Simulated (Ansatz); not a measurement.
The multiplicity is imposed and other spin states were not computed.

The numbers are results of frozen-core CCSD(T)/def2-TZVPP // r2SCAN-D4/def2-SVP (Ansatz, a program for electronic structure), not measurements.

Ansatz 0.2 input:
```yaml
crystal:
  periodic: [false, false, false]
  atoms:
    - { symbol: Ag, position_ang: [-0.177704, 0.035018, -0.176544] }
    - { symbol: N, position_ang: [-1.848177, 0.387429, -2.790133] }
    - { symbol: C, position_ang: [-1.214805, 0.266807, -1.81123] }
    - { symbol: H, position_ang: [-2.392033, 0.487312, -3.629356] }
    - { symbol: O, position_ang: [0.898242, -0.128239, 1.45054] }
    - { symbol: H, position_ang: [0.70119, -0.952884, 1.915099] }
basis:
  gaussian: { orbitals: def2-TZVPP }
correlation:
  method: ccsd_t
```

Output:

```
Functional definition: HF
1149 factors; integrals over basis functions are off by at most 7.6e-4 eV
mean field evaluation 1: about -8551.6912 eV, gradient 5.3e1 eV
mean field evaluation 2: about -8552.0787 eV, gradient 5.3e1 eV
mean field evaluation 4: about -8557.3874 eV, gradient 3.8e0 eV
mean field evaluation 8: about -8557.4598 eV, gradient 4.5e-1 eV
mean field evaluation 16: about -8557.4605 eV, gradient 2.7e-6 eV
mean field -8557.46054182 eV, -314.4808744570 hartree, gradient 2.7e-6 eV, S^2 0.000000; 0 other end points of the search recorded, 0 dependent functions left out
3 core orbitals not correlated
reference -8557.46054182 eV, -314.4808744570 hartree; 18, 18 occupied and 156, 156 virtual orbitals, 1149 factors
second order -35.54071218 eV of doubles, -0.00000000 eV of singles
cycle   1  -33.16055978 eV  change     2.4e0 eV  update   1.8e-1
cycle   2  -34.12604076 eV  change   -9.7e-1 eV  update   8.2e-2
cycle   3  -34.38641835 eV  change   -2.6e-1 eV  update   3.6e-2
cycle   4  -34.40654613 eV  change   -2.0e-2 eV  update   1.6e-2
cycle   5  -34.37450230 eV  change    3.2e-2 eV  update   7.0e-3
cycle   6  -34.37148129 eV  change    3.0e-3 eV  update   3.1e-3
cycle   7  -34.37578318 eV  change   -4.3e-3 eV  update   1.5e-3
cycle   8  -34.37561939 eV  change    1.6e-4 eV  update   6.1e-4
cycle   9  -34.37493309 eV  change    6.9e-4 eV  update   2.4e-4
cycle  10  -34.37505969 eV  change   -1.3e-4 eV  update   1.1e-4
cycle  11  -34.37508132 eV  change   -2.2e-5 eV  update   4.8e-5
cycle  12  -34.37496328 eV  change    1.2e-4 eV  update   2.8e-5
cycle  13  -34.37499711 eV  change   -3.4e-5 eV  update   1.3e-5
perturbative correction -1.42942531 eV, -0.0525304112 hartree
Total energy: -8593.26496425 eV, -315.7966627118 hartree
```

Cost: around 2.2 core-minutes (rough).
